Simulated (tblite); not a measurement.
Problem. What does the GFN2-xTB structure of InChI=1S/C6H8F3N/c1-10-3-2-4(5(7)8)6(10)9/h5H,2-3H2,1H3 look like in three dimensions?

Solution. 
Z-matrix in Å and degrees, rows numbered from 1:
```
C 
N   1  1.4384
C   2  1.4593  1  119.53
C   3  1.5420  2  105.36  1  -160.62
C   4  1.5121  3  102.56  2    12.01
C   5  1.4782  4  124.51  3   176.74
F   6  1.3651  5  111.94  4    55.79
F   6  1.3653  5  111.68  4   -61.34
C   5  1.3395  4  107.93  3    -6.58
F   9  1.3344  2  118.39  1   -26.93
H   1  1.0880  2  109.17  3   178.59
H   1  1.0973  2  111.86  3    57.79
H   1  1.0901  2  108.99  3   -62.53
H   3  1.0978  2  109.75  1   -40.61
H   3  1.0922  2  109.42  1    78.16
H   4  1.0922  3  111.64  2  -106.27
H   4  1.0907  3  112.47  2   132.25
H   6  1.1006  5  112.65  4   177.35
```

The C–N distances run from 1.364 Å (N2–C9, drawn single) to 1.459 Å (N2–C3, drawn single), a spread of 0.095 Å. The C–C distances run from 1.340 Å (C5=C9, drawn double) to 1.542 Å (C3–C4, drawn single), a spread of 0.202 Å. The 3 C–F bonds span 1.334 Å (C9–F10, drawn single) to 1.365 Å (C6–F8, drawn single), a spread of 0.031 Å. N2 (enamine nitrogen) has angles 123.3°, 119.5° and 107.5°, sum 350.3°, 0.26 Å off the plane of its three neighbours.

Computed geometry: GFN2-xTB, gas phase.

Point group: C1 (no symmetry element, even within 0.4 Å). Its GFN2-xTB frequencies are all real (lowest 44 cm⁻¹). The numbers are those of one conformer (C4–C5–C6–F7 56°, C1–N2–C3–C4 -161°, N2–C3–C4–C5 12°, C3–C4–C5–C6 177°, C1–N2–C9–C5 156°).

The run took 0.75 s wall on one thread, Arm Neoverse V1 (aarch64), shared host with 32 logical CPUs at a one-minute load of 20. That covers the optimisation of the geometry.
